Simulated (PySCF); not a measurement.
The dipole of `CC(C)O[C@@H](C)[C@H](F)Cl` from its density and from atomic charges.

Coordinates (PBE0-D3(BJ)/def2-SVP, Å) and charges (e) from the PBE0/pcSseg-1 density (PySCF):

```tsv
atom	x	y	z	Mulliken	IAO	Hirshfeld	ESP-fitted
C1	-2.098	0.973	-0.895	-0.2295	-0.4125	-0.1224	-0.4887
C2	-1.200	0.346	0.150	-0.0775	+0.1073	+0.0449	+0.6907
C3	-1.808	-0.889	0.793	-0.2317	-0.4249	-0.1246	-0.6359
O4	0.016	0.018	-0.506	-0.5074	-0.4102	-0.1270	-0.5632
C5	1.151	-0.129	0.296	-0.0544	+0.0826	+0.0298	+0.5402
C6	1.841	-1.441	-0.029	-0.2131	-0.4216	-0.1247	-0.5049
C7	2.081	1.048	0.026	+0.2635	+0.1805	+0.0880	-0.2150
F8	3.237	0.897	0.714	-0.2855	-0.2924	-0.0868	-0.1149
Cl9	1.327	2.595	0.501	-0.1309	-0.1015	-0.0530	-0.1003
H10	-2.292	0.259	-1.710	+0.1145	+0.1404	+0.0400	+0.1312
H11	-3.060	1.273	-0.456	+0.1125	+0.1391	+0.0446	+0.1164
H12	-1.611	1.862	-1.322	+0.1253	+0.1490	+0.0378	+0.1122
H13	-0.990	1.100	0.932	+0.1182	+0.1178	+0.0183	-0.0658
H14	-1.130	-1.324	1.543	+0.1177	+0.1331	+0.0380	+0.1427
H15	-2.011	-1.655	0.028	+0.1156	+0.1397	+0.0391	+0.1627
H16	-2.753	-0.643	1.301	+0.1161	+0.1412	+0.0449	+0.1471
H17	0.896	-0.099	1.372	+0.1226	+0.1246	+0.0342	+0.0070
H18	2.068	-1.491	-1.105	+0.1203	+0.1448	+0.0432	+0.1488
H19	1.172	-2.277	0.215	+0.1291	+0.1507	+0.0467	+0.1346
H20	2.776	-1.552	0.538	+0.1272	+0.1513	+0.0417	+0.1327
H21	2.305	1.132	-1.049	+0.1471	+0.1609	+0.0476	+0.2223
```

Question: What dipole does each set of charges give (1 e·Å = 4.803 D), and what does the density give?

Answer: The full density gives (-1.15, -1.53, 0.03) D, 1.92 D in size; dipole vectors point from the negative to the positive end.

| scheme | μx | μy | μz | size (D) | share of the full size (%) | angle to the full dipole (°) |
| --- | --- | --- | --- | --- | --- | --- |
| Mulliken | -2.06 | -2.21 | 0.02 | 3.02 | 158 | 6 |
| IAO | -2.09 | -1.13 | -0.02 | 2.37 | 124 | 25 |
| Hirshfeld | -0.43 | -0.55 | -0.07 | 0.70 | 36 | 6 |
| ESP-fitted | -1.14 | -1.58 | 0.00 | 1.95 | 102 | 1 |

Question: Which set comes closest?

Answer: Length of the difference vector: ESP-fitted 0.06 D, IAO 1.02 D, Mulliken 1.13 D, Hirshfeld 1.23 D. Closest: ESP-fitted. 

Question: What is left for the Hirshfeld atoms' own dipoles?

Answer: The Hirshfeld atoms' densities add up to the full density, so μ = Σ q r + Σ (atomic dipoles). The atomic dipoles sum to (-1.15, -1.53, 0.03) − (-0.43, -0.55, -0.07) = (-0.72, -0.98, 0.10) D, 1.23 D in size.

Question: With the origin at the mean of the coordinates, (-0.004, 0.000, 0.064) Å, which are the largest single terms, by size, of the IAO dipole along the direction of the full one?

Answer: F8 +3.73, C3 -3.68, C7 -1.81, H21 -1.78, H15 +1.70 D; all 21 atoms together +2.16 D. The single terms depend on the origin, their sum doesn't.

Question: Give the size of the full dipole in other units.

Answer: 1.92 D = 0.755 au = 0.399 e·Å = 6.40 × 10⁻³⁰ C·m.

Geometry: PBE0-D3(BJ)/def2-SVP, one conformer, isolated molecule.

Shape of the structure used: `[CH3:1][CH:2]([CH3:3])[O:4][C@@H:5]([CH3:6])[C@H:7]([F:8])[Cl:9]`: C1–C2–O4–C5 158°, C2–O4–C5–C6 130°, O4–C5–C7–F8 -176°.
